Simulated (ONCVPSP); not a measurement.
## Pseudopotential generation for manganese: ONCV, PBE, scalar-relativistic.

ONCVPSP 4.0.1 input, shortened (lines: element, Z, core and valence counts, functional; n l f; lmax; l rc ep ncon nbas qcut; lloc lpopt rc5 dvloc0; l nproj debl; icmod fcfact rcfact), PBE, scalar-relativistic:

```
  Mn 25.00    3    3        4      upf
    1    0    2.00
    2    0    2.00
    2    1    6.00
    3    0    2.00
    3    1    6.00
    3    2    4.00
    2
    0    1.15    0.00    4    7   12.60
    1    1.00    0.00    5    9   12.70
    2    1.40    0.00    4    8   12.80
    4    5    0.90    1.00
    0    3    0.70
    1    3    0.60
    2    2    3.70
    0    0.00    0.00
```

In the s channel the program set the typed energies aside and used -4.477, 0.250, 0.950 Ha. In the p channel the program set the typed energies aside and used -3.318, 0.250, 0.850 Ha.

All-electron outer shells of the reference configuration (PBE, scalar-relativistic, ld1.x):

| shell | level (eV) | outermost node (bohr) | outermost maximum (bohr) |
| --- | --- | --- | --- |
| 3s | -121.83 | 0.34 | 0.74 |
| 3p | -90.29 | 0.31 | 0.75 |
| 3d | -41.20 | – | 0.75 |

(1) Estimate the cutoffs (Ha) at which the residual kinetic energy of the hardest occupied pseudo-wave falls to 1 and 0.1 mHa per electron.

(2) What does a ghost test show?

(3) Tests: 3s2 3p6 3d5 4s2; 3s2 3p6 3d5 4s1; 3s2 3p6 3d5; 3s2 3p6 3d6. Which has the largest error in its energy relative to the reference configuration, and how large is it?

## Answers

(1) 57 Ha and 71 Ha.

(2) No bound ghost flagged; GHOST(+) flags only above 600 eV.

(3) 3s2 3p6 3d6, with +45 meV (all-electron minus pseudo) on -49.72 eV.
